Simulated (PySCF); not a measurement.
Geometries of 2 isomers of C2H6GeOSi, from PBE0-D3(BJ)/def2-SVP geometry optimisation, gas phase (PySCF). One conformer each, no zero-point energy, no frequencies.

Task: Which isomer lies lower at this level?
A.
```xyz
11
angstrom
C      1.981    1.250   -0.032
C      1.275    0.260   -0.043
Ge     0.144   -1.269   -0.069
O     -1.411   -0.818    0.654
Si    -2.393    0.519    0.593
H      2.605    2.126   -0.021
H     -0.095   -1.702   -1.522
H      0.720   -2.381    0.810
H     -1.712    1.719    1.170
H     -3.619    0.219    1.386
H     -2.784    0.832   -0.818
```
B.
```xyz
11
angstrom
C      0.120    1.540    0.088
C     -1.066    0.897   -0.031
Si    -1.018   -0.955   -0.131
Ge     1.351   -0.871    0.052
O      1.326    0.979    0.141
H      0.176    2.636    0.154
H     -1.975    1.504   -0.061
H     -1.497   -1.549   -1.416
H     -1.678   -1.682    0.996
H      2.241   -1.194   -1.159
H      2.048   -1.319    1.346
```

Result: B. That is `C1=C[SiH2][GeH2][O]1`, 21.8 kcal/mol below the other.

```tsv
SMILES	atoms numbered as above	E (Eh)	relative (kcal/mol)	relative (kJ/mol)	dipole (D)
C1=C[SiH2][GeH2][O]1	[CH:1]1=[CH:2][SiH2:3][GeH2:4][O:5]1	-2520.52136	0.0	0.0	0.86
C#[C][GeH2][O][SiH3]	[CH:1]#[C:2][GeH2:3][O:4][SiH3:5]	-2520.48666	21.8	91.1	1.39
```

As drawn, the lower has an Si–C bond and a C=C bond outside aromatic rings, which the higher lacks; the higher has a C≡C bond and an Si–O bond, which the lower lacks.
